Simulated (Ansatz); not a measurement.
`[F][GeH2][SiH3]`. Charge 0, multiplicity 1. The geometry is a stationary point of PBE0-D4/def2-TZVP.

```xyz
8

F    -0.659   -2.017   -0.935
Ge    0.059   -0.426   -1.074
Si   -0.015    0.543    1.103
H     1.481   -0.665   -1.611
H    -0.787    0.314   -2.125
H    -1.426    0.653    1.553
H     0.591    1.899    1.039
H     0.756   -0.300    2.051
```

**Question.** What is the dipole moment at B3LYP/def2-TZVPP? (An estimate is asked.)

**Answer.** Ansatz gave: 2.22 D, with components (0.80, 2.04, 0.35) D in this frame, pointing from negative to positive charge.

**Question.** And with PBE, r2SCAN, ωB97M-V? (Best estimate.)

**Answer.** Computed: PBE 2.05 D, r2SCAN 2.15 D, ωB97M-V 2.23 D.

**Question.** Give the Mulliken charges with B3LYP, r2SCAN, PBE in def2-TZVPP. (Estimate.)

**Answer.** The calculation gave: 
```
atom  B3LYP  r2SCAN    PBE
  F1  -0.40   -0.39  -0.35
 Ge2   0.45    0.46   0.44
 Si3   0.12    0.13   0.05
  H4  -0.02   -0.03  -0.02
  H5  -0.02   -0.03  -0.02
  H6  -0.04   -0.05  -0.03
  H7  -0.05   -0.05  -0.03
  H8  -0.04   -0.05  -0.03
```

B3LYP here is the variant with VWN-RPA as its local correlation; programs differ in this.
